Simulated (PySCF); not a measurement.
## Gallium: a sound run and one with changed settings

Sound run: Ga [Ar] 3d10 4s2 4p1, Ga⁺ [Ar] 3d10 4s2. Computed with PySCF 2.14 in 6-31G* (5s4p3d, 32 functions), with the non-relativistic Hamiltonian (point nucleus). In the sound run the correlated levels freeze [Ar] 3d10. The sound run starts from symmetry-adapted Hartree-Fock orbitals and uses a fine grid where one is needed.

A second run was set up differently.

| species | method | sound run (hartree) | changed run (hartree) | converged |
| --- | --- | --- | --- | --- |
| Ga | UHF | -1922.94348 | -1900.72850 | yes |
| Ga | TPSS | -1924.52114 | -1901.88320 | yes |
| Ga | LDA | -1921.50698 | -1898.65344 | yes |
| Ga | MP2 | -1922.97149 | -1900.74261 | yes |
| Ga | CCSD(T) | -1922.98584 | -1900.75372 | yes |
| Ga⁺ | UHF | -1922.73879 | -1900.61973 | yes |
| Ga⁺ | TPSS | -1924.29716 | -1901.74696 | yes |
| Ga⁺ | LDA | -1921.28121 | -1898.51946 | yes |
| Ga⁺ | MP2 | -1922.76195 | -1900.64155 | yes |
| Ga⁺ | CCSD(T) | -1922.77363 | -1900.65720 | yes |

Ionisation energy of Ga:

| method | sound run (eV) | changed run (eV) |
| --- | --- | --- |
| UHF | 5.570 | 2.960 |
| TPSS | 6.095 | 3.707 |
| LDA | 6.144 | 3.646 |
| MP2 | 5.702 | 2.750 |
| SCS-MP2 | 5.684 | 2.708 |
| CCSD | 5.762 | 2.626 |
| CCSD(T) | 5.775 | 2.626 |

Q: What was changed?
A. minimal basis
B. level shift left on
C. radial grid too coarse
D. all electrons correlated in a valence basis

A: A. It used basis STO-3G. A minimal basis cannot let orbitals breathe on ionisation and holds almost no correlation.
